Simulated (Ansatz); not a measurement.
Molecule (SMILES): [BH]F (BH-F), doublet.
Atoms: B1, F2, H3. Bonds: B1-F2, B1-H3.

Basis-set convergence of the optimised B1-F2 bond length at B3LYP with Ansatz (a first-principles code). Cartesian d functions, on some or all atoms, in 6-31G*; all else is spherical. The program fits the integrals of some runs and decomposes those of others, by size. Open shells are unrestricted. No added dispersion term, no relativity. Reference: the value in aug-pcseg-3, 1.3010 Å, itself unsure by roughly 0.0004 Å (its mean distance from aug-cc-pVQZ, def2-QZVPPD, pcseg-3). Deviations are taken from unrounded values.

| basis | functions | optimised B1-F2 bond length (Å) | minus reference (Å) |
|---|---|---|---|
| STO-3G | 11 | 1.3061 | 0.0051 |
| pcseg-0 | 20 | 1.3593 | 0.0583 |
| 6-31G* | 32 | 1.3093 | 0.0083 |
| 6-311+G** | 50 | 1.3110 | 0.0100 |
| aug-pcseg-1 | 55 | 1.3161 | 0.0151 |
| 6-311++G(2d,2p) | 64 | 1.3036 | 0.0026 |
| cc-pVTZ | 74 | 1.3034 | 0.0024 |
| def2-TZVPD | 86 | 1.3050 | 0.0040 |
| 6-311++G(3df,3pd) | 96 | 1.3002 | -0.0008 |
| aug-cc-pVTZ | 115 | 1.3046 | 0.0036 |
| aug-pcseg-2 | 115 | 1.3025 | 0.0015 |
| pcseg-3 | 153 | 1.3012 | 0.0001 |
| def2-QZVPPD | 162 | 1.3015 | 0.0005 |
